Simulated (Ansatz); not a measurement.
Total energies of Zn(SiH3)2 (ZnSi₂H₆) from Ansatz at PBE0-D4/def2-TZVP, gas phase (1 Eh = 27.2114 eV = 2625.5 kJ/mol). The reference geometry is relaxed at PBE-D4/def2-SVP.

```xyz
9

Zn    0.000    0.001    0.015
Si   -1.854   -1.504    0.112
H    -1.419   -2.950    0.079
H    -2.799   -1.312   -1.051
H    -2.675   -1.329    1.368
Si    1.855    1.504   -0.106
H     2.752    1.413    1.105
H     1.415    2.946   -0.211
H     2.725    1.231   -1.310
```

| state | geometry | energy (Eh) |
| --- | --- | --- |
| charge 0 singlet | reference | -2361.49486 |
| charge 1 doublet | reference | -2361.17381 |
| free Zn atom (singlet) | – | -1779.14424 |
| free Si atom (triplet) | – | -289.24943 |
| free H atom (doublet) | – | -0.50104 |

Task: Work out the vertical ionisation energy to the doublet.

Result: E(charge 1 doublet) − E(charge 0 singlet) = -2361.17381 − (-2361.49486) = 0.32105 Eh = 8.74 eV. For comparison, −ε of the highest occupied level is 6.91 eV at this level, 1.83 eV less.

Task: What is the binding energy per atom against free atoms?

Result: Atoms: 1 × (-1779.14424) + 2 × (-289.24943) + 6 × (-0.50104) = -2360.64934 Eh. Binding: -2360.64934 − (-2361.49486) = 0.84552 Eh = 23.01 eV, or 2.56 eV for each of 9 atoms (no zero-point energy, no counterpoise term).
